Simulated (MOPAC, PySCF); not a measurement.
C4H12O2Si, SMILES `CO[Si](C)(C)OC` (C–O–Si–O torsion -56°, O–Si–O–C torsion 174°), neutral singlet in the gas phase. 

Cartesian coordinates (Å):
```xyz
19

C      2.4998    -0.9590     0.0648
O      1.7493     0.0828    -0.5258
Si     0.1305     0.3546    -0.1933
C     -0.4141     1.7261    -1.3437
C     -0.1396     0.7810     1.6206
O     -0.6453    -1.1016    -0.5505
C     -2.0019    -1.3796    -0.2995
H      2.6484    -0.8043     1.1597
H      2.0171    -1.9518    -0.0784
H      3.5027    -0.9891    -0.4096
H      0.1273     2.6683    -1.1236
H     -0.2091     1.4473    -2.3965
H     -1.5005     1.9264    -1.2429
H     -1.2089     0.9828     1.8383
H      0.4358     1.6871     1.9000
H      0.1857    -0.0489     2.2808
H     -2.2685    -1.2854     0.7803
H     -2.2200    -2.4242    -0.6070
H     -2.6887    -0.7127    -0.8736
```
Charge 0, multiplicity 1.

All levels are single points at this geometry (PBE-D3(BJ)/def2-SVP); Pople sets use spherical d functions. Orbital energies aren't observables, and empty levels follow the basis.

PM7 in MOPAC gives gap (eV) = 10.89.

Task: Estimate the gap (eV) from each of these levels: PBE-D3(BJ)/def2-TZVP in PySCF; B3LYP/6-31G* in PySCF; BP86/6-31G* in PySCF; M06-2X/6-31G* in PySCF; PBE/6-31G* in PySCF; SVWN5/6-31G* in PySCF; HF/3-21G in PySCF; PM6 in MOPAC.

Result: 
| level | gap (eV) |
|---|---|
| PBE-D3(BJ)/def2-TZVP in PySCF | 6.27 |
| B3LYP/6-31G* in PySCF | 8.95 |
| BP86/6-31G* in PySCF | 7.11 |
| M06-2X/6-31G* in PySCF | 11.63 |
| PBE/6-31G* in PySCF | 7.04 |
| SVWN5/6-31G* in PySCF | 6.86 |
| HF/3-21G in PySCF | 17.11 |
| PM6 in MOPAC | 10.95 |
